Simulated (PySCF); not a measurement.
Polarisability and C₆ of Hf²⁺ (hafnium, charge +2)

[Xe] 4f14 5d2, high-spin 3F determinant. Calculation: PySCF 2.14, in x2c-TZVPPall with one added diffuse shell each of s, p, d, f type (12s8p8d4f1g, 113 functions); the spin-free X2C one-electron Hamiltonian (Gaussian nucleus). Coupled (time-dependent) response in atomic units; α is the mean over directions.

```
method  mean α (bohr³)  C₆ (like pair)  S(−4)
   UHF           14.64           76.19  166.6
```

S(−4) is the Cauchy moment in α(ω) = α(0) + S(−4) ω² + …

Spin-orbit coupling is absent.

α(iu) at UHF:

```tsv
u (hartree)	α(iu) (bohr³)
0	14.64
0.0500	14.25
0.100	13.25
0.200	10.88
0.300	9.003
0.500	6.643
0.750	4.938
1.00	3.853
1.50	2.541
2.00	1.788
3.00	1.002
5.00	0.4308
```

A single London oscillator, α(iu) = α/(1 + u²/ω²), gives C₆ = (3/4) ω α². Matching the computed C₆ needs ω = 4 × 76.19 / (3 × 14.64²) = 0.474 hartree.

For an ion, C₆ is the dispersion term alone; charge-induced terms of lower order in 1/R come first.

Spin-orbit coupling, absent here, splits the open shell strongly.
